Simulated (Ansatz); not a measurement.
Species: GaO (charge 0, doublet). SMILES: [O]=[Ga]
Geometry: optimised at B3LYP-D3(BJ)/def2-TZVP (Ansatz, a program for electronic structure).

Quantity: atomisation energy (electronic, to ground-state atoms), in kcal/mol. Cores are frozen in the correlated levels unless marked. Open shells are spin-unrestricted. No spin-orbit coupling. The frozen core is the preceding noble-gas configuration, with the filled d and f shells of earlier blocks. Non-relativistic. 

| level | program | atomisation energy (kcal/mol) |
|---|---|---|
| RI-HF/def2-QZVPPD | Ansatz | 47.2 |
| B3LYP/def2-TZVPD | Ansatz | 98.3 |
| PBE0/def2-TZVPD | Ansatz | 96.4 |
| r2SCAN0/def2-TZVPD | Ansatz | 91.7 |
| wB97X/def2-TZVPD | Ansatz | 97.1 |
| B2GP-PLYP-D4/def2-TZVPD | Ansatz + dftd4 | 86.5 |
| RI-MP2/def2-QZVPPD | Ansatz | 87.4 |
| CCSD/def2-SVP | Ansatz | 81.3 |
| CCSD(T)/def2-TZVPP | Ansatz | 93.7 |

The Hartree-Fock reference is unstable (checked in the largest basis), which strains HF and MP2. The T1 diagnostic of CCSD in the largest basis is 0.080, which is high, so the coupled-cluster rows are less sure than usual.
